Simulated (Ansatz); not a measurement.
Reaction (ligand exchange at the Si–O bond): `NCCO[SiH3]` + `OCS[SiH3]` → `[SiH3]OCS[SiH3]` + `NCCO`

Program: Ansatz. Geometries: PBE0-D4/def2-TZVP. ΔE: electronic, gas phase. CCSD(T)/CBS adds triple-zeta CCSD(T) − MP2 to the extrapolated MP2 energy (def2 sets, frozen cores). This one scheme is used for every species. Functionals use def2-TZVPP. Each species was taken in one conformer, which may not be the lowest.

```csv
level,ΔE (kJ/mol)
BHLYP-D4,3.8
HF/def2-TZVPP,5.0
```

Problem. What does CCSD(T)/CBS give? (An estimate is asked.)

Solution. The calculation gave: +5.4 kJ/mol. The listed levels differ from it by -1.6, -0.4 kJ/mol.

Largest T1 diagnostic among the species: 0.012.

At CCSD(T), def2-SVP lies −3.2 kJ/mol from the extrapolated value and def2-TZVPP −0.5 kJ/mol. From BLYP to BHLYP (50 % exact exchange), in def2-TZVPP and without D4, ΔE moves by −3.2 kJ/mol. Leaving LDA and LC-ωPBE aside and taking each functional with its dispersion term where it has one, the values, not all of them listed here, spread over 4.8 kJ/mol, from BHLYP-D4 to r2SCAN-D4.

CCSD(T)/CBS has its own doubt, a few kJ/mol and more with outer-core shells, so smaller differences from it don't rank the levels.
